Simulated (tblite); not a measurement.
Compound: C5H10FOP.
Atom-mapped SMILES: `[CH3:1][O:2][CH2:3][CH2:4]/[P:5]=[C:6](\[CH3:7])[F:8]` (hydrogens: H9, H10, H11 on C1; H12, H13 on C3; H14, H15 on C4; H16, H17, H18 on C7)

Computed with GFN2-xTB (tblite), gas phase: Langevin dynamics at 400 K from the optimised GFN2-xTB geometry, time step 0.5 fs, friction 0.01 fs⁻¹, 2000 steps. The instantaneous temperature is 2·E(kin)/(3Nk) with all 3N coordinates.

```tsv
t (fs)	T (K)	E(pot) above start (eV)	C1–O2 (Å)	O2–C3 (Å)	C3–C4 (Å)	C4–P5 (Å)	P5=C6 (Å)	C1–H9 (Å)	C1–O2–C3–C4 (°)
0	339	0.000	1.407	1.407	1.532	1.873	1.679	1.096	-71
25	246	0.397	1.421	1.424	1.539	1.888	1.680	1.128	-79
50	207	0.543	1.366	1.426	1.532	1.874	1.668	1.145	-83
75	195	0.447	1.390	1.431	1.567	1.897	1.698	1.069	-99
100	222	0.458	1.443	1.438	1.552	1.892	1.672	1.099	-105
125	258	0.472	1.467	1.416	1.523	1.880	1.691	1.095	-91
150	266	0.614	1.429	1.375	1.504	1.829	1.684	1.091	-82
175	317	0.657	1.434	1.432	1.527	1.943	1.716	1.087	-74
200	255	0.818	1.387	1.433	1.494	1.846	1.679	1.061	-63
225	294	0.694	1.395	1.408	1.526	1.893	1.710	1.086	-69
250	364	0.600	1.471	1.432	1.546	1.868	1.681	1.078	-90
275	240	0.743	1.406	1.351	1.554	1.943	1.742	1.064	-96
300	301	0.603	1.438	1.420	1.584	1.847	1.705	1.043	-88
325	364	0.528	1.436	1.446	1.603	1.885	1.723	1.097	-80
350	366	0.657	1.353	1.363	1.525	1.896	1.718	1.146	-72
375	351	0.699	1.384	1.439	1.550	1.877	1.714	1.094	-67
400	428	0.581	1.410	1.420	1.569	1.871	1.671	1.061	-82
425	309	0.809	1.382	1.418	1.520	1.906	1.725	1.080	-86
450	342	0.804	1.396	1.409	1.521	1.866	1.698	1.120	-61
475	406	0.950	1.433	1.351	1.693	1.858	1.650	1.114	-59
500	372	0.723	1.440	1.398	1.602	1.905	1.694	1.093	-64
525	400	0.870	1.395	1.471	1.475	1.897	1.664	1.088	-75
550	258	0.795	1.414	1.460	1.519	1.906	1.697	1.116	-86
575	267	0.949	1.367	1.395	1.599	1.844	1.690	1.159	-98
600	299	0.938	1.455	1.427	1.557	1.932	1.700	1.117	-107
625	447	0.734	1.475	1.427	1.465	1.911	1.664	1.093	-114
650	387	0.872	1.433	1.415	1.493	1.847	1.657	1.078	-117
675	441	0.956	1.405	1.392	1.621	1.871	1.686	1.079	-124
700	488	1.071	1.400	1.408	1.589	1.867	1.667	1.131	-128
725	512	0.896	1.477	1.460	1.489	1.871	1.691	1.115	-130
750	345	1.148	1.434	1.393	1.465	1.919	1.648	1.079	-126
775	492	1.222	1.344	1.383	1.533	1.854	1.679	1.085	-123
800	420	1.140	1.411	1.526	1.555	1.878	1.682	1.070	-124
825	510	1.005	1.470	1.495	1.489	1.895	1.668	1.064	-124
850	418	1.102	1.462	1.360	1.481	1.877	1.708	1.122	-131
875	283	1.219	1.393	1.442	1.692	1.846	1.684	1.164	-138
900	294	0.968	1.383	1.472	1.622	1.871	1.685	1.128	-133
925	354	0.878	1.426	1.441	1.463	1.911	1.643	1.075	-129
950	344	0.555	1.409	1.390	1.479	1.911	1.678	1.061	-130
975	396	0.769	1.398	1.402	1.602	1.858	1.670	1.098	-136
1000	333	0.904	1.407	1.406	1.612	1.896	1.717	1.101	-142
```

**Question.** From 500 fs on, how do temperature and potential energy compare with equipartition?

**Answer.** The mean temperature of these 21 frames is 384 K against the target 400 K, and the mean potential energy 0.94 eV against 48 × kT/2 = 0.83 eV for 48 classical harmonic modes. For 18 atoms in a canonical ensemble the temperature itself scatters by T·√(2/(3N)) = 77 K; here its standard deviation is 78 K. The whole run lasts only 10 friction times of 100 fs, so these averages carry a wide statistical error.

**Question.** What are the kinetic and total energies of the listed frame with the highest potential energy?

**Answer.** The one at 775 fs, 1.222 eV above the start. Its kinetic energy is 3NkT/2 = 1.144 eV at 492 K, so the sum is 2.37 eV; over the listed frames the sum runs from 0.79 to 2.37 eV, since the thermostat adds and removes energy.

**Question.** How much do the listed bonds fluctuate from 500 fs on?

**Answer.** 
```tsv
bond	at the start (Å)	mean (Å)	standard deviation (Å)
C1–O2	1.407	1.419	0.035
O2–C3	1.407	1.427	0.041
C3–C4	1.532	1.543	0.066
C4–P5	1.873	1.884	0.026
P5=C6	1.679	1.680	0.019
C1–H9	1.096	1.101	0.028
```

The motion is classical and holds no zero-point motion.

The cost below is that of the whole dynamics run. Time: 14 s wall; peak memory 0.18 GiB. Hardware: one thread, Arm Neoverse V1 (aarch64), shared host.
